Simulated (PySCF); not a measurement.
Excitation energy of I⁺ by level of theory

I⁺ [Kr] 4d10 5s2 5p4 (3P) → I⁺ [Kr] 4d10 5s1 5p5, s spin flipped, as a difference of total energies. Computed with PySCF 2.14 in aug-cc-pwCVDZ-PP with ECP28MDF (6s5p4d1f, 48 functions), with a scalar-relativistic core potential. Correlated levels: valence: 4s2 4p6 4d10 frozen. The calculations carry no spin-orbit coupling.

| method | excitation energy (eV) |
| --- | --- |
| UHF | 14.612 |
| MP2 (valence) | 12.975 |
| SCS-MP2 (valence) | 12.729 |

Task: How much does correlation contribute at MP2 (valence)?

Result: 12.975 − (14.612) = -1.637 eV, measured against UHF.

The upper determinant mixes two multiplicities, so it lies between the two terms.

The coupled-cluster amplitudes are large for the upper state (T1 above 0.03 or a double amplitude above 0.15), so a single reference is strained.
